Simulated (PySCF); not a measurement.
Job for PySCF: U-TPSSh/def2-TZVPP on H2HfO2 (SMILES [OH][Hf][OH]), 2S+1 = 3, a spin state set in the input, which need not be the lowest. Elements past Kr take the def2 small-core potentials; no spin–orbit coupling.

```python
from pyscf import gto, dft

mol = gto.M(
    atom='''
    Hf   -0.03601291    0.47105792    0.05000896
    O     1.45555972    0.32600813   -1.20036216
    H     2.14287343    0.03789407   -1.79617701
    O    -1.48598758   -0.15061043    1.19906652
    H    -2.13030380   -0.65460314    1.69024947
    ''',
    basis='def2-tzvpp',
    ecp={'Hf': 'def2-tzvpp'},
    charge=0, spin=2, verbose=4, max_memory=1800)
mf = dft.UKS(mol, xc='tpssh').density_fit(auxbasis='def2-universal-jkfit')
mf.grids.level = 4
mf.conv_tol = 1e-9
mf.max_cycle = 150
mf.kernel()
mf.dip_moment()
```

The log:

```
PySCF version 2.14.0

[INPUT] verbose = 4
[INPUT] num. atoms = 5
[INPUT] num. electrons = 30
[INPUT] charge = 0
[INPUT] spin (= nelec alpha-beta = 2S) = 2
[INPUT] symmetry False subgroup None
[INPUT] Mole.unit = angstrom
[INPUT] Symbol           X                Y                Z      unit          X                Y                Z       unit  Magmom
[INPUT]  1 Hf    -0.036012910000   0.471057920000   0.050008960000 AA   -0.068054536849   0.890170457607   0.094503238174 Bohr   0.0
[INPUT]  2 O      1.455559720000   0.326008130000  -1.200362160000 AA    2.750609228749   0.616066080082  -2.268355732691 Bohr   0.0
[INPUT]  3 H      2.142873430000   0.037894070000  -1.796177010000 AA    4.049443902307   0.071609414045  -3.394282620140 Bohr   0.0
[INPUT]  4 O     -1.485987580000  -0.150610430000   1.199066520000 AA   -2.808109550705  -0.284612464203   2.265907327935 Bohr   0.0
[INPUT]  5 H     -2.130303800000  -0.654603140000   1.690249470000 AA   -4.025690744120  -1.237020654880   3.194108580491 Bohr   0.0

nuclear repulsion = 76.073337167375
number of shells = 50
number of NR pGTOs = 202
number of NR cGTOs = 146
basis = def2-tzvpp
ecp = {'Hf': 'def2-tzvpp'}


******** <class 'pyscf.df.df_jk.DFUKS'> ********
method = DFUKS
initial guess = minao
damping factor = 0
level_shift factor = 0
DIIS = <class 'pyscf.scf.diis.CDIIS'>
diis_start_cycle = 1
diis_space = 8
diis_damp = 0
SCF conv_tol = 1e-09
SCF conv_tol_grad = None
SCF max_cycles = 150
direct_scf = False
number electrons alpha = 16  beta = 14
XC library pyscf.dft.libxc version 7.1.2
    S. Lehtola, C. Steigemann, M. J. T. Oliveira, and M. A. L. Marques,  SoftwareX 7, 1–5 (2018)
XC functionals = tpssh
    V. N. Staroverov, G. E. Scuseria, J. Tao, and J. P. Perdew,  J. Chem. Phys. 119, 12129 (2003)
radial grids:
    Treutler-Ahlrichs [JCP 102, 346 (1995); DOI:10.1063/1.469408] (M4) radial grids

becke partition: Becke, JCP 88, 2547 (1988); DOI:10.1063/1.454033
pruning grids: <function nwchem_prune>
grids dens level: 4
symmetrized grids: False
atomic radii adjust function: <function treutler_atomic_radii_adjust>
small_rho_cutoff = 0
Set gradient conv threshold to 3.16228e-05
tot grids = 122392
******** <class 'pyscf.df.df.DF'> ********
auxbasis = def2-universal-jkfit
init E= -180.877910720625

WARN: alpha nocc = 16  HOMO -0.290438833782322 >= LUMO -0.290354062935479

  beta  nocc = 14  HOMO = -0.571927691234338  LUMO = -0.331902241253417

WARN: HOMO -0.290438833782322 >= LUMO -0.331902241253417

cycle= 1 E= -199.475272728846  delta_E= -18.6  |g|= 0.877  |ddm|= 5.75
  alpha nocc = 16  HOMO = -0.046507710506571  LUMO = 0.0524428690902628
  beta  nocc = 14  HOMO = -0.07028250933951  LUMO = -0.0358800377712498
  HOMO = -0.0465077105066  LUMO = -0.0358800377712  gap/eV = 0.28919
cycle= 2 E= -198.515362033675  delta_E= 0.96  |g|= 1.75  |ddm|= 1.67
  alpha nocc = 16  HOMO = -0.0849386983231426  LUMO = 0.0207712002240009
  beta  nocc = 14  HOMO = -0.30920500767651  LUMO = -0.0676545825569583
  HOMO = -0.0849386983231  LUMO = -0.067654582557  gap/eV = 0.47032
cycle= 3 E= -199.740538678431  delta_E= -1.23  |g|= 0.252  |ddm|= 1.05
  alpha nocc = 16  HOMO = -0.146547910327083  LUMO = -0.0385217684017226
  beta  nocc = 14  HOMO = -0.299533671139345  LUMO = -0.106075800929084
  HOMO = -0.146547910327  LUMO = -0.106075800929  gap/eV = 1.10130
cycle= 4 E= -199.771399944435  delta_E= -0.0309  |g|= 0.0659  |ddm|= 0.385
  alpha nocc = 16  HOMO = -0.12939930695374  LUMO = -0.0212363556482725
  beta  nocc = 14  HOMO = -0.290174922792634  LUMO = -0.0945366205102793
  HOMO = -0.129399306954  LUMO = -0.0945366205103  gap/eV = 0.94866
cycle= 5 E= -199.77383486577  delta_E= -0.00243  |g|= 0.00705  |ddm|= 0.0942
  alpha nocc = 16  HOMO = -0.129566692587844  LUMO = -0.0214838730347781
  beta  nocc = 14  HOMO = -0.291438151518921  LUMO = -0.0946347899254114
  HOMO = -0.129566692588  LUMO = -0.0946347899254  gap/eV = 0.95055
cycle= 6 E= -199.773851387342  delta_E= -1.65e-05  |g|= 0.00315  |ddm|= 0.00769
  alpha nocc = 16  HOMO = -0.12964440131373  LUMO = -0.0215879778370471
  beta  nocc = 14  HOMO = -0.2916377379831  LUMO = -0.094736390603444
  HOMO = -0.129644401314  LUMO = -0.0947363906034  gap/eV = 0.94990
cycle= 7 E= -199.773855825224  delta_E= -4.44e-06  |g|= 0.000462  |ddm|= 0.0036
  alpha nocc = 16  HOMO = -0.129590474336311  LUMO = -0.0215316085448732
  beta  nocc = 14  HOMO = -0.291654395049155  LUMO = -0.0947011991076607
  HOMO = -0.129590474336  LUMO = -0.0947011991077  gap/eV = 0.94939
cycle= 8 E= -199.773855932757  delta_E= -1.08e-07  |g|= 9.55e-05  |ddm|= 0.000459
  alpha nocc = 16  HOMO = -0.129608283622389  LUMO = -0.0215479427078007
  beta  nocc = 14  HOMO = -0.291669095952743  LUMO = -0.0947077560733049
  HOMO = -0.129608283622  LUMO = -0.0947077560733  gap/eV = 0.94969
cycle= 9 E= -199.773855943474  delta_E= -1.07e-08  |g|= 2.67e-05  |ddm|= 0.000222
  alpha nocc = 16  HOMO = -0.129605114266372  LUMO = -0.0215444928943115
  beta  nocc = 14  HOMO = -0.291674036329325  LUMO = -0.0947052604175695
  HOMO = -0.129605114266  LUMO = -0.0947052604176  gap/eV = 0.94967
cycle= 10 E= -199.773855944059  delta_E= -5.85e-10  |g|= 3.64e-05  |ddm|= 7.21e-05
  alpha nocc = 16  HOMO = -0.12960483377476  LUMO = -0.0215442685167726
  beta  nocc = 14  HOMO = -0.291674414414164  LUMO = -0.0947051086017296
  HOMO = -0.129604833775  LUMO = -0.0947051086017  gap/eV = 0.94967
cycle= 11 E= -199.773855944566  delta_E= -5.07e-10  |g|= 5.83e-06  |ddm|= 2.08e-05
  alpha nocc = 16  HOMO = -0.129605559756936  LUMO = -0.0215451408372097
  beta  nocc = 14  HOMO = -0.29167585802504  LUMO = -0.0947057248301384
  HOMO = -0.129605559757  LUMO = -0.0947057248301  gap/eV = 0.94967
Extra cycle  E= -199.773855944544  delta_E= 2.15e-11  |g|= 1.12e-05  |ddm|= 1.07e-05
converged SCF energy = -199.773855944544  <S^2> = 2.003628  2S+1 = 3.0024177
Dipole moment(X, Y, Z, Debye):  0.05765, -1.06188, -0.14030
```

The run converged.

Cost: very roughly 27 core-seconds.
